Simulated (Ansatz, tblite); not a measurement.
Cost and result up the ladder for [WO3S]2- (WSO3²⁻) (5 atoms). The state is a singlet with charge -2. Geometry: PBE-D4/def2-SVPD.

Cartesian coordinates in Å:
```
W 0.0190 -0.0815 0.0250
O -1.4771 -1.0569 0.1868
O 1.0838 -0.8781 -1.1782
O 0.8622 -0.0762 1.6078
S -0.4880 2.0927 -0.6415
```

Ansatz on 4 threads of Arm Neoverse V1 on a shared host; xTB runs through tblite on one thread. Times are rough, summed over both states, and most runs start from the orbitals of an earlier one. PBE0-D4/def2-TZVPD serves as the yardstick here, not as an exact answer. Differences are given only for rows in sets of like size (and for xTB, whose basis is part of the method), since another set adds its own error. The other state is a doublet.

In the def2 sets W takes a core potential; there is no spin–orbit coupling. The xTB rows come from tblite. Correlated methods freeze 8 core orbitals; core or outer-core shells of W are correlated, in sets that lack core-valence functions. The rows differ in basis, and correlated rows in double-zeta sets carry the largest basis error. A multiply charged anion in the gas phase is held together partly by the finite basis. Removing one electron lowers the energy by 0.66 eV at PBE0-D4/def2-TZVPD, so it isn't bound.

Run but left out: MP2/def2-SVPD (charge -1 doublet: ⟨S²⟩ 0.91, where a pure state has 0.75).

Correlated methods converge slowly with the basis, most of all in double-zeta sets.

Raw xTB energies of ions are shifted by several eV.

```json
{"level": "GFN1-xTB", "functions": "30", "wall time": "0.008 s", "vertical IE (eV)": "3.13", "difference from PBE0-D4/def2-TZVPD (eV)": "3.79", "remarks": "–"}
{"level": "GFN2-xTB", "functions": "30", "wall time": "0.011 s", "vertical IE (eV)": "3.53", "difference from PBE0-D4/def2-TZVPD (eV)": "4.19", "remarks": "–"}
{"level": "PBE0-D4/def2-TZVPD", "functions": "209", "wall time": "19 s", "vertical IE (eV)": "-0.66", "difference from PBE0-D4/def2-TZVPD (eV)": "0.00", "remarks": "HOMO above zero (-2 singlet)"}
{"level": "CCSD(T)/def2-SVPD", "functions": "131", "wall time": "2.3 min", "vertical IE (eV)": "-0.74", "difference from PBE0-D4/def2-TZVPD (eV)": "–", "remarks": "spin-contaminated (⟨S²⟩ 0.91) (-1 doublet)"}
```
